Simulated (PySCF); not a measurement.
# How methods differ on the excitation energy of B

B [He] 2s2 2p1 (2P) → B [He] 2s2 3s1 (2S), as a difference of total energies. Computed with PySCF 2.14 in aug-cc-pVDZ-DK (4s3p2d, 23 functions), with the spin-free X2C one-electron Hamiltonian (Gaussian nucleus). Correlated levels: valence: 1s2 frozen. The calculations carry no spin-orbit coupling.

| method | excitation energy (eV) |
| --- | --- |
| UHF | 5.103 |
| MP2 (valence) | 5.069 |
| SCS-MP2 (valence) | 5.050 |
| CCSD (valence) | 4.906 |
| CCSD(T) (valence) | 4.913 |
| CCSDT (valence) | 4.915 |
| FCI (valence) | 4.915 |

Q: How much does correlation contribute at CCSD(T) (valence)?

A: 4.913 − (5.103) = -0.190 eV, measured against UHF.

Errors of the correlated levels include the incompleteness of this basis and the frozen core.

For comparison: 4.963 eV (measured; NIST levels, between the centres of gravity of the two terms).
